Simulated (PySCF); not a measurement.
## How methods differ on the ionisation energy of Nd⁵³⁺

Nd⁵³⁺ [He] 2s2 2p3 [2p1/2^2 2p3/2^1, M_J = 3/2] → Nd⁵⁴⁺ [He] 2s2 2p2 [2p1/2^2, M_J = 0], as a difference of total energies. Calculation: PySCF 2.14, in an uncontracted even-tempered set (17 s from 33 bohr⁻², ratio 2.4; 13 p from 43 bohr⁻², ratio 2.4; 5 d from 150 bohr⁻², ratio 2.6; 4 f from 220 bohr⁻², ratio 2.6); the two-component X2C-1e Hamiltonian. Correlated levels: nothing frozen; the 32 highest virtual spinors dropped. "Screened" scales the spin-orbit matrix elements by Boettger's factors to mimic the two-electron term; Breit and QED terms are absent.

```
                    method  ionisation energy (eV)
           GHF (spin-free)                 10771.0
          GMP2 (spin-free)                 10770.8
 GHF (screened spin-orbit)                 10563.6
GMP2 (screened spin-orbit)                 10563.4
```

For this ion Breit and QED terms and the two-electron picture change, all absent here, outweigh the correlation shift from GHF to GMP2.

The spin-free rows relax to the high-spin LS determinant and lack the spin-orbit shift.

The labels give the starting determinants; with spin-orbit coupling the two ends relaxed to ⟨J²⟩ = 3.75, ⟨L²⟩ = 2.52, ⟨S²⟩ = 1.49 and ⟨J²⟩ = 0.00, ⟨L²⟩ = 1.33, ⟨S²⟩ = 1.33.

For comparison: 10555 ± 5 eV (theoretical estimate listed by NIST; NIST Atomic Spectra Database, ionization energies).
